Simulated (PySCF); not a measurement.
# Basis and Hamiltonian dependence of the excitation energy of Al⁺

Al⁺ [Ne] 3s2 (1S) → Al⁺ [Ne] 3s1 4s1 (3S). All values are computed (PySCF 2.14, energy differences of UHF-based or UKS calculations, no spin-orbit coupling). Values in eV.

| basis | Hamiltonian | functions | UHF | r2SCAN | PBE0 | MP2 (valence) | CCSD(T) (valence) | CCSD(T) (valence and next inner shell) |
| --- | --- | --- | --- | --- | --- | --- | --- | --- |
| aug-cc-pVDZ-DK | spin-free X2C | 27 | 10.368 | 11.067 | 11.182 | 10.971 | 11.248 | n/a |
| ANO-RCC-VTZP | spin-free X2C | 34 | 11.690 | 12.245 | 12.214 | 12.292 | 12.480 | 12.518 |
| aug-cc-pwCVTZ | non-relativistic | 75 | 10.247 | 10.900 | 11.001 | 10.927 | 11.154 | 11.269 |
| aug-cc-pCVTZ-DK | spin-free X2C | 75 | 10.269 | 10.932 | 11.030 | 10.943 | 11.172 | 11.267 |
| dyall-av3z | non-relativistic | 84 | 10.247 | 10.901 | 10.993 | 10.935 | 11.162 | n/a |
| x2c-QZVPPall with one added diffuse shell each of s, p, d, f type | spin-free X2C | 86 | 10.261 | 10.909 | 11.011 | 10.969 | 11.178 | 11.286 |
| aug-cc-pCVTZ-DK with one added diffuse shell each of s, p, d, f type | spin-free X2C | 91 | 10.266 | 10.926 | 11.025 | 10.941 | 11.169 | n/a |
| dyall-acv3z | spin-free X2C | 113 | 10.269 | 10.924 | 11.016 | 10.963 | 11.184 | n/a |
| aug-cc-pwCVQZ | non-relativistic | 134 | 10.247 | 10.902 | 10.995 | 10.958 | n/a | n/a |

Frozen in the all-electron rows: valence: [Ne]; valence and next inner shell: 1s2.

At UHF, ANO-RCC-VTZP lies more than 0.3 eV from the median of the rows with comparable relativity. Of these, ANO-RCC-VTZP has no diffuse functions of the l that the added or promoted electron needs.

Reference for a calculation without spin-orbit coupling: 11.317 eV (measured, between term centres; NIST).
